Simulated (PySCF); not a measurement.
Record of a relaxation.

Species: C₄H₅BrO.
Numbering: `[O:1]=[C:2]([Br:3])[CH:4]1[CH2:5][CH2:6]1` (hydrogens: H7 on C4; H8, H9 on C5; H10, H11 on C6)

Computed by this run: PBE0-D3(BJ)/def2-SVP geometry optimisation, gas phase (PySCF 2.14.0); density fitting, grid level 1; the optimiser is geomeTRIC in internal coordinates, started from a GFN2-xTB structure. The frame can shift and turn from step to step; on so coarse a grid that alone can change the energy by a few meV, and forces under 0.02 eV/Å are noise.

Step 0: E = -76294.2111 eV, largest atomic force 0.859 eV/Å
```
atom  x, y, z in Å  |  force x, y, z in eV/Å
O1      1.905   -1.699    0.842   -0.298   0.082   0.122
C2      1.282   -0.900    0.231    0.780  -0.314  -0.179
Br3     2.105   -0.168   -1.418    0.080   0.090  -0.187
C4     -0.038   -0.361    0.524   -0.417   0.294  -0.084
C5     -0.401    1.077    0.218   -0.136  -0.390  -0.156
C6     -1.020   -0.011   -0.573    0.225   0.231   0.301
H7     -0.439   -0.795    1.434   -0.107  -0.128   0.262
H8      0.350    1.691   -0.255    0.389   0.181  -0.252
H9     -0.990    1.592    0.960   -0.302   0.150   0.407
H10    -2.051   -0.274   -0.396   -0.467  -0.141   0.188
H11    -0.698   -0.150   -1.594    0.252  -0.057  -0.423
```

Step 1: E = -76294.2415 eV, largest atomic force 0.109 eV/Å
```
atom  x, y, z in Å  |  force x, y, z in eV/Å
O1      2.280   -1.383    0.701    0.056   0.003  -0.052
C2      1.695   -0.590    0.051   -0.081   0.001   0.073
Br3     2.536    0.127   -1.602   -0.004  -0.009   0.014
C4      0.353   -0.047    0.342    0.030  -0.028   0.007
C5     -0.021    1.385    0.037    0.027   0.082   0.035
C6     -0.635    0.293   -0.750   -0.050  -0.049  -0.060
H7     -0.037   -0.491    1.262    0.005   0.014  -0.020
H8      0.742    1.998   -0.449   -0.023  -0.012   0.008
H9     -0.615    1.894    0.801    0.019  -0.015  -0.021
H10    -1.673    0.011   -0.557    0.032   0.004  -0.006
H11    -0.295    0.152   -1.780   -0.011   0.009   0.024
```

Step 2: E = -76294.2416 eV, largest atomic force 0.065 eV/Å
```
atom  x, y, z in Å  |  force x, y, z in eV/Å
O1      2.291   -1.382    0.690   -0.049  -0.001   0.043
C2      1.694   -0.589    0.051    0.036  -0.020  -0.007
Br3     2.534    0.127   -1.601   -0.020   0.041  -0.039
C4      0.353   -0.047    0.343    0.036  -0.019  -0.001
C5     -0.022    1.385    0.039    0.008   0.011   0.005
C6     -0.636    0.292   -0.749   -0.004  -0.009  -0.010
H7     -0.038   -0.491    1.263   -0.007   0.003   0.003
H8      0.739    1.998   -0.449   -0.001  -0.002   0.000
H9     -0.615    1.894    0.803   -0.001  -0.003   0.002
H10    -1.674    0.009   -0.556    0.001  -0.002   0.003
H11    -0.296    0.153   -1.778    0.001   0.000   0.002
```

Step 3: E = -76294.2419 eV, largest atomic force 0.033 eV/Å
```
atom  x, y, z in Å  |  force x, y, z in eV/Å
O1      2.289   -1.382    0.692   -0.019   0.004   0.013
C2      1.694   -0.589    0.051    0.010  -0.014   0.006
Br3     2.530    0.131   -1.602    0.002   0.020  -0.027
C4      0.353   -0.048    0.343    0.020  -0.010  -0.001
C5     -0.022    1.385    0.039    0.002   0.006   0.003
C6     -0.635    0.291   -0.749   -0.004  -0.003  -0.004
H7     -0.037   -0.491    1.263   -0.007   0.003   0.003
H8      0.740    1.998   -0.449   -0.001  -0.001   0.000
H9     -0.614    1.894    0.803   -0.003  -0.002   0.003
H10    -1.673    0.008   -0.556   -0.001  -0.002   0.004
H11    -0.295    0.153   -1.778    0.001   0.000   0.001
```

Step 4: E = -76294.2420 eV, largest atomic force under 0.02 eV/Å
```
atom  x, y, z in Å  |  force x, y, z in eV/Å
O1      2.291   -1.381    0.690    0.000   0.006  -0.010
C2      1.695   -0.588    0.049    0.000  -0.006   0.014
Br3     2.528    0.136   -1.606   -0.002   0.002  -0.003
C4      0.355   -0.048    0.343    0.007  -0.003  -0.004
C5     -0.022    1.384    0.040   -0.001   0.001   0.000
C6     -0.636    0.291   -0.748   -0.002   0.000   0.000
H7     -0.035   -0.492    1.263   -0.001   0.001   0.000
H8      0.738    1.998   -0.448   -0.001   0.000  -0.001
H9     -0.614    1.892    0.805   -0.001  -0.002   0.002
H10    -1.673    0.006   -0.554    0.000  -0.002   0.003
H11    -0.297    0.153   -1.778    0.001   0.001   0.000
```

Problem. Summarise the path.

Solution. The energy falls by 2.98 kJ/mol from step 0 to step 4; nine tenths of that is first reached at step 1. It falls at every step. The largest force goes from 0.859 to under 0.02 eV/Å. Among the bonds C2–C4 changes most, from 1.455 to 1.475 Å; the atoms move by 0.019 Å rms after alignment.

Problem. Follow the three bonds and two angles with the largest change from start to end.

Solution. 
```csv
step,E above end (kJ/mol),largest force (eV/Å),C2–C4 (Å),C5–H9 (Å),C6–H10 (Å),O1–C2–C4 (°),O1–C2–Br3 (°)
0,2.98,0.859,1.455,1.079,1.079,128.6,117.4
1,0.05,0.109,1.476,1.093,1.093,126.1,119.4
2,0.04,0.065,1.475,1.093,1.093,126.8,118.5
3,0.01,0.033,1.475,1.092,1.092,126.7,118.9
4,0.00,under 0.02,1.475,1.093,1.093,126.6,119.0
```

What follows is the cost of the whole optimisation. Time: 26 s wall; peak memory 0.57 GiB. Hardware: an Arm Neoverse V1 with one thread, no GPU (shared host).
